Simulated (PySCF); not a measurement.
## Radial density of Ga (gallium, neutral)

UHF, [Ar] 3d10 4s2 4p1, 2P determinant. Calculation: PySCF 2.14, in pcseg-2 (6s5p3d1f, 43 functions); no relativity, point nucleus.

| r (bohr) | 4πr²ρ (e/bohr) | 4πr²(ρα − ρβ) |
| --- | --- | --- |
| 0.000954 | 0.2201 | 0.0000 |
| 0.00160 | 0.5984 | 0.0000 |
| 0.00270 | 1.581 | 0.0000 |
| 0.00454 | 3.992 | -0.0001 |
| 0.00764 | 9.322 | -0.0001 |
| 0.0128 | 19.12 | -0.0002 |
| 0.0216 | 31.65 | -0.0001 |
| 0.0363 | 37.55 | 0.0014 |
| 0.0611 | 31.51 | 0.0064 |
| 0.103 | 35.12 | 0.0122 |
| 0.173 | 42.78 | 0.0021 |
| 0.291 | 23.56 | -0.0076 |
| 0.489 | 26.11 | 0.0128 |
| 0.823 | 17.26 | -0.0096 |
| 1.38 | 3.835 | 0.0912 |
| 2.33 | 1.375 | 0.3093 |
| 3.92 | 0.4429 | 0.2227 |
| 6.59 | 0.03693 | 0.0324 |
| 11.1 | 0.0002101 | 0.0002 |

Question: Where is the radial spin density 4πr²(ρα − ρβ) most negative, and why is it negative at all?

Answer: Around r = 0.823 bohr, down to -0.0096 e/bohr: exchange with the open shell polarises the paired shells in an unrestricted calculation.
